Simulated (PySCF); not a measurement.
# Ba: excitation energy

Ba [Xe] 6s2 (1S) → Ba [Xe] 6s1 7s1 (3S), as a difference of total energies. All numbers are calculated (PySCF 2.14, scalar relativity by spin-free X2C-1e, in x2c-TZVPPall with one added diffuse shell each of s, p, d type (12s8p7d2f1g, 94 functions)). Correlated levels: valence: [Xe] frozen; valence and next inner shell: [Kr] 4d10 frozen. The calculations carry no spin-orbit coupling.

```tsv
method	excitation energy (cm⁻¹)
UHF	19979
LDA	26492
PBE	25235
PBE0	24811
r2SCAN	23965
BHandHLYP	25566
TPSSh	24814
B2PLYP	25373
MP2 (valence)	23277
SCS-MP2 (valence)	24326
MP2 (valence and next inner shell)	25505
SCS-MP2 (valence and next inner shell)	26083
```

The promoted electron is Rydberg-like, and one or two diffuse shells describe it only roughly, which tends to raise the upper state.
